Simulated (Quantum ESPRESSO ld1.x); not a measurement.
Problem. These are the eigenvalues of the occupied orbitals of an atom or ion with whole-number occupations (hartree). All-electron calculation, non-relativistic Kohn-Sham, exchange-only LDA, spin-polarised, spherical densities, point nucleus. Program: ld1.x of Quantum ESPRESSO 7.5.

1s up: -322.407
1s down: -322.406
2s up: -39.8338
2s down: -39.7785
2p up: -35.1623
2p down: -35.1206
3s up: -5.72600
3s down: -5.62766
3p up: -4.26719
3p down: -4.17049
3d up: -1.79795
3d down: -1.70571

Which element is it, and in what charge state? The configuration may be excited. Open shells, if any, are filled with parallel spins first.

Solution. Z = 29, copper, charge +3: Cu3+ in [Ar] 3d8. The list shows which subshells hold electrons but not how many an open one holds; the 1s level, -322.41 hartree, gives Z - s = 25.4 by -(Z - s)^2/2, which with screening narrows Z to a few neighbours, and the depths of the outer levels then fix element, charge and occupations together.
